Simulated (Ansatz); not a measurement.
Basis-set extrapolation for AlH$_{5}$O$_{3}$Si (`[OH][Al]([OH])[O][SiH3]`) (PBE0-D4/def2-TZVP geometry, frozen core, the Gaussian-basis code of Ansatz). Multiplicity 1, RHF reference.

|  | def2-TZVPP | def2-QZVPP |
| --- | --- | --- |
| HF | -758.712612 | -758.741340 |
| MP2 correlation | -0.915810 | -0.990528 |
| CCSD(T) correlation | -0.973126 | not run |

Energies in hartree. Use E(X) = E(∞) + A·exp(−7.88·√X) for Hartree–Fock and E(X) = E(∞) + B·X^(−2.97) for correlation, with X = 3 and 4, and add CCSD(T) minus MP2 of the smaller set to the MP2 limit.

**Question.** What is the CCSD(T) energy at the basis-set limit?

**Answer.** HF limit: -758.741340 + (-0.028728) × 0.13774 = -758.74530. MP2 limit: -0.990528 + (-0.074718) × 0.74074 = -1.04587. Higher-order term: -0.973126 − (-0.915810) = -0.05732. Total: -759.84849 hartree, 427.3 kJ/mol below CCSD(T)/def2-TZVPP.
